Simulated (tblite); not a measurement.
Species: C₆H₁₃PS.
SMILES with atom numbers: `[CH3:1][CH:2]([CH3:3])[P@@H:4](=[S:5])[CH:6]1[CH2:7][CH2:8]1` (hydrogens: H9, H10, H11 on C1; H12 on C2; H13, H14, H15 on C3; H16 on P4; H17 on C6; H18, H19 on C7; H20, H21 on C8)

Geometry (GFN2-xTB, Å), atoms numbered from 1 in this order:
```xyz
21
C6H13PS angstrom
C     -2.5577   -0.8260    0.1021
C     -1.3344    0.0695   -0.0633
C     -1.4207    1.3247    0.7945
P      0.1576   -0.9522    0.3474
S      0.4017   -2.5353   -0.7277
C      1.5719    0.1994    0.3932
C      2.8941   -0.3106   -0.1026
C      2.1087    0.6337   -0.9438
H     -2.6694   -1.1242    1.1447
H     -3.4612   -0.3046   -0.2080
H     -2.4500   -1.7257   -0.5029
H     -1.2262    0.3443   -1.1215
H     -2.3549    1.8456    0.5919
H     -0.5980    2.0034    0.5810
H     -1.3973    1.0662    1.8524
H     -0.0462   -1.1794    1.7187
H      1.5675    0.9093    1.2112
H      2.9384   -1.3430   -0.4224
H      3.7885    0.0405    0.3895
H      2.4492    1.6524   -1.0551
H      1.6293    0.2287   -1.8254
```

Computed values, GFN2-xTB/tblite, gas phase, harmonic and unscaled. Against measured fundamentals such values can be off by several per cent, at times by over 20. Modes of hydrogen on phosphorus can be 10 to 20 % off. One conformer, not necessarily the lowest.

Harmonic wavenumbers (cm⁻¹): 43.9, 44.8, 125.8, 144.7, 162.6, 200.0, 205.9, 269.9, 277.0, 318.9, 359.9, 413.7, 595.4, 682.7, 753.5, 799.7, 808.1, 849.1, 868.2, 920.6, 939.3, 960.3, 979.3, 984.0, 1017.1, 1042.0, 1065.2, 1073.2, 1087.0, 1133.4, 1149.7, 1166.2, 1199.1, 1236.9, 1278.2, 1319.4, 1403.0, 1414.4, 1421.8, 1471.5, 1483.3, 1487.1, 1493.0, 1498.4, 2174.7, 2886.6, 3005.5, 3014.1, 3016.6, 3022.9, 3024.9, 3026.9, 3035.9, 3062.7, 3067.5, 3085.8, 3099.7.

A = 1824, B = 1200, C = 809.2 MHz; mass 148.048 u (most abundant isotopes); point group C1, symmetry number 1.

Zero-point energy?

½Σν̃ = 38336 cm⁻¹ = 109.61 kcal/mol.

Entropy at 350 K, 1 bar (ideal gas, RRHO, classical rotation)?

Translation 41.71, rotation 30.06, vibration 37.83: S = 109.6 cal/(mol K).

And Cp and H(350 K) − H(0)?

Cp = 46.03 cal/(mol K), of which vibrations give 38.08 (their classical limit is 57 R = 113.3); H(350 K) − H(0) = 9.57 kcal/mol without the zero-point energy, 6.79 from vibrations.

Which modes carry the vibrational entropy at 350 K?

43.9 cm⁻¹: 5.39; 44.8 cm⁻¹: 5.35; 125.8 cm⁻¹: 3.32; 144.7 cm⁻¹: 3.05; 162.6 cm⁻¹: 2.82; 200.0 cm⁻¹: 2.43 cal/(mol K); the other 51 give 15.46 together.

What must be added to the electronic energy to get the Gibbs energy at 350 K and 1 bar?

ZPE + [H(350 K) − H(0)] − T·S = 109.61 + 9.57 − 38.36 = 80.82 kcal/mol.

How do the functions run with temperature in this model?

```csv
T (K),S (cal/(mol K)),Cp (cal/(mol K)),H − H(0) (kcal/mol),G − H(0) (kcal/mol),ln q(vib)
50,60.2,13.6,0.52,-2.49,0.71
100,71.8,20.3,1.37,-5.80,2.09
298.15,102.7,40.3,7.33,-23.29,7.83
373.15,112.6,48.5,10.66,-31.37,9.92
500,128.6,60.9,17.63,-46.68,13.43
750,156.9,78.3,35.20,-82.46,20.16
1000,181.1,89.8,56.31,-124.78,26.47
```

q(vib) and H(0) count from the zero-point level.

Hindered rotation and anharmonicity are outside this model. Other conformers, if any are populated, would add a mixing term that is left out. The structure is chiral; the term R ln 2 for an equal mix with its mirror image is left out.

Hardware: one thread of an Arm Neoverse V1 (shared host). Cost: 0.9 s wall. This covers the Hessian and the dipole derivatives.
